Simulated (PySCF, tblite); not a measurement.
Species: C8H12BCl.
SMILES: `Cl/C=C1/C[C@@H]1BCC1CC1`

Jobs on this species (22 atoms, 82 electrons) with PySCF (density fitting) and tblite. Hardware of each: an Intel Xeon at 2.50 GHz with one thread, shared host. Other jobs ran on the host; a repeat could differ by tens of per cent or more.

Question: Rank these jobs by wall time, shortest first.
A. GFN2-xTB; L-BFGS relaxation
B. GFN2-xTB; Hessian by finite differences
C. PBE0/pcSseg-1; shieldings, ring-centre shieldings, charges and field gradients; 237 basis functions

Answer: B (3.4 s), A (6.2 s), C (2.8 min).

All jobs:

| level and settings | work | basis functions | SCF cycles | wall time |
| --- | --- | --- | --- | --- |
| GFN2-xTB | Hessian by finite differences | – | – | 3.4 s |
| GFN2-xTB | L-BFGS relaxation | – | – | 6.2 s |
| PBE0/pcSseg-1 | shieldings, ring-centre shieldings, charges and field gradients | 237 | 14 | 2.8 min |

What do all jobs in the table cost together?

About 3.0 min; the longest takes about 95 % of that, and about 49 times as long as the shortest.
